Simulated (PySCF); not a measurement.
## Two-component Hartree-Fock for Sn²⁺ (tin, charge +2)

Start: [Kr] 4d10 5s2. Calculated with PySCF 2.14 in x2c-SVPall-2c: generalised Hartree-Fock with the X2C-1e Hamiltonian and a Gaussian nucleus; one run each with spin-orbit coupling (SO) switched off, then screened by Boettger's factors.

| spinor shell | electrons | ε, spin-free (eV) | ε, screened SO (eV) | weight of nominal j (screened SO) | rms radius, screened SO (bohr) |
| --- | --- | --- | --- | --- | --- |
| 1s1/2 | 2 | -29360.0 | -29357.4 | 1.000 | 0.0333 |
| 2s1/2 | 2 | -4539.0 | -4538.3 | 1.000 | 0.136 |
| 2p1/2 | 2 | -4070.6 | -4230.8 | 1.000 | 0.118 |
| 3s1/2 | 2 | -929.82 | -929.63 | 1.000 | 0.361 |
| 3p1/2 | 2 | -772.68 | -802.81 | 1.000 | 0.354 |
| 3p3/2 | 4 | -772.68 | -758.82 | 1.000 | 0.366 |
| 3d3/2 | 4 | -531.24 | -536.40 | 1.000 | 0.340 |
| 3d5/2 | 6 | -531.24 | -527.61 | 1.000 | 0.343 |
| 4s1/2 | 2 | -177.72 | -177.68 | 1.000 | 0.872 |
| 4p1/2 | 2 | -127.72 | -133.11 | 1.000 | 0.932 |
| 4p3/2 | 4 | -127.72 | -125.23 | 1.000 | 0.957 |
| 4d3/2 | 4 | -53.119 | -53.742 | 1.000 | 1.18 |
| 4d5/2 | 6 | -53.119 | -52.685 | 1.000 | 1.18 |
| 5s1/2 | 2 | -28.841 | -28.843 | 1.000 | 2.43 |

Question: Where does 2p3/2 lie, and what is the 2p spin-orbit splitting (screened SO)?

Answer: At -3997.4 eV, 233.36 eV above 2p1/2.

```
   quantity    spin-free  screened SO
E (hartree)  -6171.66005  -6173.08747
        M_J            0            0
       ⟨J²⟩        0.000        0.000
       ⟨L²⟩        0.000        0.015
       ⟨S²⟩        0.000        0.015
```

Breit and QED terms are absent; they matter most for the inner s and p1/2 levels.

Densities and radii are taken from the X2C orbitals without a picture-change correction, which distorts them close to the nucleus.

Without spin-orbit coupling the j labels of p, d and f shells carry no meaning; the spin-free column gives the mean over the occupied spinors of each nl shell.
